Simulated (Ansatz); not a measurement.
Gas-phase electronic energies from Ansatz, PBE0-D4/def2-TZVP geometries. CCSD(T)/CBS adds triple-zeta CCSD(T) − MP2 to the extrapolated MP2 energy (def2 sets, frozen cores). This one scheme is used for every species. DFT in def2-TZVPP. B3LYP here is the variant with VWN-RPA as its local correlation; programs differ in this. One conformer a species, not always the lowest.

`C[N](C)[Al]([OH])[OH]` + `NCCO` → `N[CH2][Al]([OH])[OH]` + `CN(C)CO`  (formal exchange of groups at the Al–N bond)

```
             level  ΔE (kJ/mol)  difference from CCSD(T)/CBS
            PBE-D4         92.7                        -13.3
         r2SCAN-D4        102.4                         -3.6
           PBE0-D4         98.6                         -7.4
          B3LYP-D4        104.2                         -1.8
           ωB97X-V        101.6                         -4.4
           ωB97M-V        100.6                         -5.4
            B2PLYP        105.7                         -0.3
               PBE         92.4                        -13.6
            r2SCAN        102.3                         -3.7
              PBE0         98.3                         -7.7
             B3LYP        103.5                         -2.5
     HF/def2-TZVPP        115.9                          9.9
    MP2/def2-TZVPP        107.4                          1.4
SCS-MP2/def2-TZVPP        109.3                          3.3
   CCSD/def2-TZVPP        107.5                          1.5
CCSD(T)/def2-TZVPP        104.8                         -1.2
     HF/def2-QZVPP        116.6                         10.6
    MP2/def2-QZVPP        108.3                          2.3
SCS-MP2/def2-QZVPP        110.2                          4.2
      HF/CBS(def2)        116.7                         10.7
     MP2/CBS(def2)        108.6                          2.6
    CCSD/CBS(def2)        108.7                          2.7
       CCSD(T)/CBS        106.0                            0
```

Largest T1 diagnostic among the species: 0.012.

In def2-TZVPP, CCSD(T) changes the Hartree–Fock value by −11.1 kJ/mol (the triples alone add −2.7 kJ/mol) and MP2 by −8.5 kJ/mol. From PBE to PBE0 (25 % exact exchange), in def2-TZVPP and without D4, ΔE moves by +5.9 kJ/mol.
